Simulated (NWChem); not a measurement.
System: BH3Se2O; SMILES OB([SeH])[SeH]

Output (shortened):

```
             Northwest Computational Chemistry Package (NWChem) 7.3.0
             --------------------------------------------------------

 CS  symmetry detected

                             Geometry "geometry" -> ""
                             -------------------------

 Output coordinates in angstroms (scale by  1.889725989 to convert to a.u.)

  No.       Tag          Charge          X              Y              Z
 ---- ---------------- ---------- -------------- -------------- --------------
    1 B                    5.0000     0.65558963     0.02515216     0.00000000
    2 O                    8.0000     1.97537177     0.14191217     0.00000000
    3 H                    1.0000     2.56742630    -0.61017921     0.00000000
    4 Se                  34.0000    -0.31201707    -1.68406268     0.00000000
    5 H                    1.0000     0.84387166    -2.54906563     0.00000000
    6 Se                  34.0000    -0.30137457     1.70588280     0.00000000
    7 H                    1.0000    -1.63690462     1.15630256     0.00000000

 Effective nuclear repulsion energy (a.u.)     446.3248028378

      Symmetry information
      --------------------

 Group name             Cs
 Group number              2
 Group order               2
 No. of unique centers     7

                                Z-matrix (autoz)
                                --------

 Units are Angstrom for bonds and degrees for angles

[...]

      ----------------------
      Optimization converged
      ----------------------

  Step       Energy      Delta E   Gmax     Grms     Xrms     Xmax
  ---- ---------------- -------- -------- -------- -------- --------
@    7   -4903.58645523 -1.3D-07  0.00013  0.00003  0.00024  0.00059
                                     ok       ok       ok       ok

                                Z-matrix (autoz)
                                --------

 Units are Angstrom for bonds and degrees for angles

[...]

 Rotational Constants
 --------------------
 A=   0.173714 cm-1  (  0.249930 K)
 B=   0.036328 cm-1  (  0.052266 K)
 C=   0.030045 cm-1  (  0.043226 K)

 Temperature                      =   298.15K
 frequency scaling parameter      =   1.0000

 Zero-Point correction to Energy  =   21.548 kcal/mol  (  0.034339 au)
 Thermal correction to Energy     =   25.482 kcal/mol  (  0.040608 au)
 Thermal correction to Enthalpy   =   26.074 kcal/mol  (  0.041552 au)

 Total Entropy                    =   82.425 cal/mol-K
   - Translational                =   41.579 cal/mol-K (mol. weight = 187.8643)
   - Rotational                   =   28.520 cal/mol-K (symmetry #  =        1)
   - Vibrational                  =   12.325 cal/mol-K

 Cv (constant volume heat capacity) =   20.300 cal/mol-K
   - Translational                  =    2.979 cal/mol-K
   - Rotational                     =    2.979 cal/mol-K
   - Vibrational                    =   14.341 cal/mol-K

[normal modes left out]

 ----------------------------------------------------------------------------
 Normal Eigenvalue ||           Projected Infra Red Intensities
  Mode   [cm**-1]  || [atomic units] [(debye/angs)**2] [(KM/mol)] [arbitrary]
 ------ ---------- || -------------- ----------------- ---------- -----------
    1       -0.000 ||    0.000173           0.004         0.169       0.041
    2       -0.000 ||    0.000165           0.004         0.161       0.039
    3       -0.000 ||    0.000007           0.000         0.007       0.002
    4       -0.000 ||    0.000044           0.001         0.043       0.010
    5       -0.000 ||    0.000328           0.008         0.320       0.078
    6        0.000 ||    0.000434           0.010         0.423       0.103
    7      136.902 ||    0.001228           0.028         1.198       0.291
    8      140.234 ||    0.000795           0.018         0.775       0.188
    9      269.405 ||    0.004342           0.100         4.233       1.028
   10      290.476 ||    0.001552           0.036         1.513       0.368
   11      382.561 ||    0.005709           0.132         5.565       1.352
   12      431.344 ||    0.024221           0.559        23.612       5.735
   13      460.666 ||    0.089200           2.058        86.957      21.122
   14      652.308 ||    0.042808           0.988        41.731      10.137
   15      728.159 ||    0.016832           0.388        16.409       3.986
   16      787.477 ||    0.128523           2.965       125.290      30.433
   17     1046.800 ||    0.260713           6.015       254.156      61.735
   18     1307.136 ||    0.192071           4.431       187.240      45.481
   19     2329.004 ||    0.033844           0.781        32.993       8.014
   20     2365.434 ||    0.013111           0.302        12.782       3.105
   21     3752.295 ||    0.070749           1.632        68.969      16.753
 ----------------------------------------------------------------------------
```

Level: PBE-D3(BJ)/def2-SVP. This build's default masses of Se (78.918 u) and Br (79.917 u) are each other's, which moves their modes by up to 0.6 %.

**Question.** Which NWChem input produces such a log?

**Answer.** This is not unique; one that fits is the input that was run:
```
start job
memory heap 200 mb stack 900 mb global 1100 mb
geometry units angstroms
  B      0.611941    -0.331601     0.053585
  O      1.790596    -0.936589     0.068408
  H      2.129825    -1.403400     0.832071
  Se    -0.634827    -0.282719     1.570443
  H      0.169756    -1.047216     2.493752
  Se     0.173176     0.535863    -1.618428
  H     -1.121117     1.043392    -1.227405
end
basis spherical
  * library def2-svp
end
dft
  xc xpbe96 cpbe96
  disp vdw 4
  iterations 150
end
driver
  maxiter 120
end
task dft optimize
task dft freq
```
